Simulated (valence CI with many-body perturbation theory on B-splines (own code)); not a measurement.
**Forbidden lines of Bi33+**

Calculated by valence CI with perturbative core correlation (CI+MBPT): four valence electrons over a frozen Dirac-Fock core [Kr] 4d10, radial functions for each j: 8 s, 8 p, 9 d, 9 f, 6 g, 3 h, 2 i, with the one-electron correlation potential Σ1, the two-electron term Σ2, the three-electron term Σ3, Breit, model QED; selected CI, second order for the rest, scaled by the run's own slope (own B-spline code, finite nucleus).

No measured spectrum was set against this ion. As an estimate, large intervals hold to a few tenths of a per cent, small ones and those within an open d or f shell to about a per cent. Core correlation moves these levels by up to 5500 cm⁻¹, and in measured spectra 5 to 20 % of such shifts remained as error; rates that hang on mixing are uncertain with them. Only levels of the ground parity were solved; by the run's estimate the other parity begins above the list, which can be wrong where configurations are misplaced.

Lines 51 to 100 of 120 in falling wavelength, among levels below 227410 cm⁻¹, chosen from the decays that carry over 1 % of a level's rate. Wavelengths and rates use the calculated energies. Electric multipoles are in the length gauge, E1 and E2 with the static RPA response of the core. S is in atomic units (e²a₀⁴ for E2 and M2, e²a₀⁶ for E3), for M1 in squared Bohr magnetons. Weak lines are less certain than strong ones. Lines between different terms over intervals too small for the method are left out, as are lines whose strength nearly cancels. Where a level lies close to another of its J and parity, the split of strength between their lines is uncertain.

Levels are named by their leading jj configuration (3d3/2^4 stands for four electrons in 3d with j = 3/2), which in mixed levels can hold well under half, so a name can repeat and another be missing. Letters in brackets count levels of one name in rising energy.

```csv
λ vac (Å),Upper,Lower,Type,A (s⁻¹),S (a.u.)
1930,(4f5/2^2 4f7/2^2) J=2 [a],(4f5/2^3 4f7/2) J=2 [a],M1,3.77e+02,5.02e-01
1928,(4f5/2^2 4f7/2^2) J=5 [c],(4f5/2^3 4f7/2) J=5 [b],M1,8.50e+02,2.49e+00
1920,(4f5/2^2 4f7/2^2) J=2 [b],(4f5/2^3 4f7/2) J=2 [b],M1,2.32e+03,3.05e+00
1910,(4f5/2^2 4f7/2^2) J=7 [a],(4f5/2^3 4f7/2) J=6 [a],M1,2.77e+03,1.07e+01
1869,(4f5/2^2 4f7/2^2) J=3 [a],(4f5/2^3 4f7/2) J=2 [a],M1,3.58e+03,6.06e+00
1860,(4f5/2^2 4f7/2^2) J=4 [c],(4f5/2^3 4f7/2) J=5 [b],M1,4.77e+02,1.02e+00
1847,(4f5/2^2 4f7/2^2) J=1,(4f5/2^3 4f7/2) J=2 [b],M1,1.70e+03,1.19e+00
1830,(4f5/2^2 4f7/2^2) J=2 [a],(4f5/2^3 4f7/2) J=3 [a],M1,1.54e+03,1.75e+00
1820,(4f5/2^3 4f7/2) J=4 [b],(4f5/2^3 4f7/2) J=3 [b],M1,2.74e+02,5.52e-01
1806,(4f5/2^2 4f7/2^2) J=6 [b],(4f5/2^2 4f7/2^2) J=6 [a],M1,4.44e+02,1.26e+00
1775,(4f5/2^2 4f7/2^2) J=3 [a],(4f5/2^3 4f7/2) J=3 [a],M1,1.72e+03,2.49e+00
1720,(4f5/2^2 4f7/2^2) J=6 [b],(4f5/2^3 4f7/2) J=5 [b],M1,9.67e+02,2.37e+00
1698,(4f5/2^2 4f7/2^2) J=2 [b],(4f5/2^3 4f7/2) J=2 [a],M1,4.11e+02,3.73e-01
1672,(4f5/2^2 4f7/2^2) J=3 [b],(4f5/2^3 4f7/2) J=2 [b],M1,4.98e+02,6.04e-01
1620,(4f5/2^2 4f7/2^2) J=2 [b],(4f5/2^3 4f7/2) J=3 [a],M1,1.12e+02,8.82e-02
1594,(4f5/2^2 4f7/2^2) J=3 [b],(4f5/2^3 4f7/2) J=3 [b],M1,6.61e+02,6.95e-01
1557,(4f5/2^2 4f7/2^2) J=4 [b],(4f5/2^3 4f7/2) J=4 [a],M1,2.92e+03,3.68e+00
1550,(4f5/2^3 4f7/2) J=5 [b],(4f5/2^3 4f7/2) J=5 [a],M1,4.48e+02,6.81e-01
1544,(4f5/2^2 4f7/2^2) J=2 [a],(4f5/2^3 4f7/2) J=1 [a],M1,2.70e+03,1.84e+00
1501,(4f5/2^2 4f7/2^2) J=3 [b],(4f5/2^3 4f7/2) J=2 [a],M1,2.28e+02,2.00e-01
1486,(4f5/2^2 4f7/2^2) J=6 [a],(4f5/2^3 4f7/2) J=5 [a],M1,5.95e+03,9.40e+00
1474,(4f5/2^3 4f7/2) J=4 [a],(4f5/2^4) J=4,M1,3.34e+03,3.57e+00
1469,(4f5/2^2 4f7/2^2) J=9,(4f5/2^3 4f7/2) J=8,M1,2.61e+03,5.83e+00
1446,(4f5/2^2 4f7/2^2) J=3 [a],(4f5/2^3 4f7/2) J=4 [a],M1,9.02e+01,7.08e-02
1446,(4f5/2^4) J=0,(4f5/2^4) J=2,E2,2.60e+00,1.46e-02
1440,(4f5/2^2 4f7/2^2) J=3 [b],(4f5/2^3 4f7/2) J=3 [a],M1,9.58e+01,7.42e-02
1436,(4f5/2^2 4f7/2^2) J=4 [c],(4f5/2^3 4f7/2) J=3 [b],M1,2.78e+02,2.74e-01
1419,(4f5/2^3 4f7/2) J=1 [b],(4f5/2^3 4f7/2) J=1 [a],M1,3.95e+02,1.26e-01
1392,(4f5/2^2 4f7/2^2) J=2 [b],(4f5/2^3 4f7/2) J=1 [a],M1,1.56e+03,7.79e-01
1387,(4f5/2^2 4f7/2^2) J=5 [a],(4f5/2^3 4f7/2) J=4 [a],M1,1.21e+03,1.32e+00
1386,(4f5/2^2 4f7/2^2) J=2 [c],(4f5/2^3 4f7/2) J=3 [b],M1,2.78e+03,1.37e+00
1354,(4f5/2^2 4f7/2^2) J=1,(4f5/2^3 4f7/2) J=1 [a],M1,1.93e+03,5.33e-01
1343,(4f5/2^3 4f7/2) J=4 [b],(4f5/2^3 4f7/2) J=4 [a],M1,1.55e+03,1.26e+00
1340,(4f5/2^2 4f7/2^2) J=5 [b],(4f5/2^3 4f7/2) J=4 [a],M1,1.95e+03,1.91e+00
1333,(4f5/2^3 4f7/2) J=6 [b],(4f5/2^3 4f7/2) J=7,M1,3.64e+02,4.16e-01
1315,(4f5/2^2 4f7/2^2) J=2 [c],(4f5/2^3 4f7/2) J=2 [a],M1,2.93e+03,1.23e+00
1314,(4f5/2^2 4f7/2^2) J=8 [b],(4f5/2^3 4f7/2) J=7,M1,1.26e+03,1.80e+00
1310,(4f5/2^2 4f7/2^2) J=4 [c],(4f5/2^3 4f7/2) J=3 [a],M1,1.63e+03,1.22e+00
1308,(4f5/2^2 4f7/2^2) J=4 [a],(4f5/2^3 4f7/2) J=5 [a],M1,2.62e+02,1.96e-01
1295,(4f5/2^2 4f7/2^2) J=5 [a],(4f5/2^3 4f7/2) J=6 [a],M1,5.88e+02,5.21e-01
1268,(4f5/2^2 4f7/2^2) J=2 [c],(4f5/2^3 4f7/2) J=3 [a],M1,9.85e+02,3.72e-01
1255,(4f5/2^2 4f7/2^2) J=5 [b],(4f5/2^3 4f7/2) J=6 [a],M1,7.63e+01,6.14e-02
1239,(4f5/2^3 4f7/2) J=3 [a],(4f5/2^4) J=4,M1,6.51e+02,3.22e-01
1216,(4f5/2^2 4f7/2^2) J=3 [b],(4f5/2^3 4f7/2) J=4 [a],M1,1.79e+02,8.36e-02
1178,(4f5/2^2 4f7/2^2) J=0 [a],(4f5/2^3 4f7/2) J=1 [a],M1,1.29e+03,7.81e-02
1146,(4f5/2^3 4f7/2) J=6 [b],(4f5/2^3 4f7/2) J=6 [a],M1,2.82e+02,2.05e-01
1144,(4f5/2^3 4f7/2) J=3 [b],(4f5/2^4) J=4,M1,4.60e+02,1.79e-01
1124,(4f5/2^2 4f7/2^2) J=2 [c],(4f5/2^3 4f7/2) J=1 [a],M1,1.21e+03,3.19e-01
1122,(4f5/2^2 4f7/2^2) J=4 [c],(4f5/2^3 4f7/2) J=4 [a],M1,5.78e+02,2.72e-01
1083,(4f5/2^2 4f7/2^2) J=5 [c],(4f5/2^3 4f7/2) J=6 [a],M1,1.65e+03,8.56e-01
```
